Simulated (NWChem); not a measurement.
# C₃H₅NOSi; SMILES C1=CO[SiH2]N=C1

```xyz
11

C      0.0376    -1.6773     0.0000
C     -1.1666    -1.0543     0.0000
O     -1.3515     0.2761     0.0000
Si    -0.0012     1.3425     0.0000
N      1.4160     0.3548     0.0000
C      1.2884    -0.9303     0.0000
H      0.0654    -2.7615     0.0000
H     -2.1047    -1.6061     0.0000
H     -0.1026     2.1936    -1.2105
H     -0.1026     2.1936     1.2105
H      2.2053    -1.5358     0.0000
```
Atoms are numbered in this order, from 1.

Program: NWChem. The geometry was optimised at B3LYP/6-31G* (spherical d).

For level PBE/def2-TZVP:

| Property | Value |
|---|---|
| highest occupied level (eV) | -5.78 |
| orbital gap (eV) | 3.19 |

Problem. Estimate the same quantities for level B3LYP/def2-TZVP.

Solution. The highest occupied level (eV) is -6.79 and the orbital gap (eV) is 4.93.
